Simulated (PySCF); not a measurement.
The PySCF input:
```python
from pyscf import gto, scf, cc

mol = gto.M(
    atom='''
C    -0.01988719   -0.09948217   -1.26656962
Si    0.00791311    0.00755088    0.53010163
H    -0.91126202    0.34846772   -1.73680870
H     0.86775006    0.32705096   -1.76305989
H     0.03655798    1.22911263    1.47473221
H    -1.18943448   -0.69231292    1.11923128
H     1.20492807   -0.72113763    1.08389994
''',
    basis='6-31g*',
    charge=-1,
    verbose=4,
)

mf = scf.RHF(mol)
mf.kernel()

mycc = cc.CCSD(mf)
mycc.level_shift = 0.2
mycc.kernel()
et = mycc.ccsd_t()
print('E(CCSD(T)) = %.10f' % (mycc.e_tot + et))
mf.analyze()
```

Question: What does this run give for the coupled-cluster correlation energy (without the perturbative part), SCF-reference HOMO-LUMO gap, number of basis functions, nuclear repulsion energy, T1 diagnostic, SCF-reference HOMO energy?

Answer: 
```json
{
 "coupled-cluster correlation energy (without the perturbative part)": "-0.2607 Eh",
 "SCF-reference HOMO-LUMO gap": "11.13 eV",
 "number_of_basis_functions": "42",
 "nuclear_repulsion_energy": "56.3724 Eh",
 "T1 diagnostic": "0.011",
 "SCF-reference HOMO energy": "-1.29 eV"
}
```
